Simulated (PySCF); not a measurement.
## Spinor energies of Te (tellurium, neutral)

Start: [Kr] 4d10 5s2 5p3 6s1; 5p3/2 filled at m_j = -1/2, +1/2, +3/2; 6s1/2 filled at m_j = +1/2. Calculated with PySCF 2.14 in x2c-TZVPall-2c with one added diffuse shell each of s, p, d, f type (9s10p6d3f, 90 functions): generalised Hartree-Fock with the X2C-1e Hamiltonian and a Gaussian nucleus; one run each with spin-orbit coupling (SO) switched off, then screened by Boettger's factors. This is a chosen level, not necessarily the ground level.

```csv
spinor shell,electrons,"ε, spin-free (eV)","ε, screened SO (eV)",weight of nominal j (screened SO),"rms radius, screened SO (bohr)"
1s1/2,2,-31976.5,-31973.1,1.000,0.0318
2s1/2,2,-5004.1,-5003.1,1.000,0.130
2p1/2,2,-4485.4,-4676.1,1.000,0.112
2p3/2,4,-4485.4,-4399.1,1.000,0.117
3s1/2,2,-1040.4,-1040.1,1.000,0.343
3p1/2,2,-867.75,-904.33,1.000,0.336
3p3/2,4,-867.75,-851.02,1.000,0.347
3d3/2,4,-607.24,-613.60,1.000,0.320
3d5/2,6,-607.24,-602.68,1.000,0.323
4s1/2,2,-196.89,-196.77,1.000,0.814
4p1/2,2,-140.83,-147.83,0.999,0.859
4d3/2,4,-56.618,-57.531,0.984,1.04
4d5/2,6,-56.618,-55.872,0.990,1.05
5s1/2,2,-22.866,-22.834,1.000,2.21
5p3/2,3,-13.504,-13.510,0.589,2.71
6s1/2,1,-2.741,-2.729,1.000,5.35
```

(1) Where does 4p3/2 lie, and what is the 4p spin-orbit splitting (screened SO)?

| quantity | spin-free | screened SO |
| --- | --- | --- |
| E (hartree) | -6789.77642 | -6791.66563 |
| M_J | 2 | 2 |
| ⟨J²⟩ | 6.002 | 6.004 |
| ⟨L²⟩ | 0.000 | 0.090 |
| ⟨S²⟩ | 6.002 | 5.892 |

Each row is a mean over spinors that exchange with the open shell spreads, by up to 7.115 eV (5s1/2).

Rows whose weight is well below 1 are mixtures of j = l ± 1/2: exchange outweighs spin-orbit coupling there, and the label is only the starting occupation.

Breit and QED terms are absent; they matter most for the inner s and p1/2 levels.

Densities and radii are taken from the X2C orbitals without a picture-change correction, which distorts them close to the nucleus.

Without spin-orbit coupling the j labels of p, d and f shells carry no meaning; the spin-free column gives the mean over the occupied spinors of each nl shell.

Results:

(1) At -137.55 eV, 10.283 eV above 4p1/2.
